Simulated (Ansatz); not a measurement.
Conformers of `[CH2][SiH](O)O` radical, each relaxed with PBE0-D4/def2-TZVP in Ansatz. CBS adds the triple-zeta coupled-cluster correction to the MP2 limit.

Not all of them had a frequency check.

Conformer A:

```xyz
9

C     1.151    1.052    0.153
Si   -0.078   -0.289    0.004
O    -1.212   -0.027    1.165
O    -0.658   -0.225   -1.532
H     1.725    1.410   -0.696
H     1.379    1.527    1.101
H     0.484   -1.656    0.224
H    -1.720   -0.781    1.468
H    -1.072   -1.012   -1.887
```

Conformer B:

Z-matrix (Å, degrees):
```
Si
O 1 1.645
O 1 1.645 2 113.1
C 1 1.833 2 112.3 3 -118.2
H 1 1.484 2 102.7 3 119.5
H 2 0.959 1 117.0 3 67.8
H 3 0.958 1 117.1 2 63.4
H 4 1.085 1 122.5 2 131.9
H 4 1.086 1 122.4 2 -50.5
```

Task: Which is lowest in electronic energy at CCSD(T)/CBS (frozen core, def2 sets), and by how much? (An estimate is asked.)

Result: Computed: B; A lies 4.5 kJ/mol higher.

Task: Give the energies relative to B (kJ/mol) with ωB97X-V/def2-TZVPP, ωB97M-V/def2-TZVPP, B2PLYP/def2-TZVPP, SCS-MP2/def2-TZVPP, HF/CBS(def2), MP2/CBS(def2), CCSD/CBS(def2). (An estimate is asked.)

Result: The calculation gave: 
| level | A |
| --- | --- |
| ωB97X-V/def2-TZVPP | 4.8 |
| ωB97M-V/def2-TZVPP | 4.8 |
| B2PLYP/def2-TZVPP | 4.9 |
| SCS-MP2/def2-TZVPP | 4.7 |
| HF/CBS(def2) | 4.0 |
| MP2/CBS(def2) | 4.3 |
| CCSD/CBS(def2) | 4.3 |
